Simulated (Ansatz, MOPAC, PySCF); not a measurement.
Stepwise substitution at one centre (Ge SH-H). Isolated molecules, 0 K electronic values unless said otherwise. One relaxed conformer stands for each flexible species; it need not be the lowest. Strings in code marks are SMILES.

Quantity: vertical ionisation energy (energy after one electron is removed minus that of the parent at the parent's geometry), in eV.

Level 1: frozen-core CCSD(T)/cc-pVTZ // r2SCAN-D4/def2-TZVP (Ansatz, a program for electronic structure)
Level 2: minus the HOMO energy of HF/STO-3G // r2SCAN-D4/def2-TZVP (PySCF)
Level 3: minus the HOMO energy of PM6 // r2SCAN-D4/def2-TZVP (MOPAC)
Level 4: minus the HOMO energy of r2SCAN-D4/def2-TZVP (PySCF)

| species | level 1 | level 2 | level 3 | level 4 |
|---|---|---|---|---|
| `[SH][GeH3]` | 9.67 | 7.10 | 9.26 | 6.36 |
| `[GeH4]` | 12.47 | 11.24 | 12.16 | 8.71 |
| `[SH][GeH2][SH]` (H–S–Ge–S torsion -145°, S–Ge–S–H torsion 59°) | 9.65 | 7.06 | 9.37 | 6.44 |
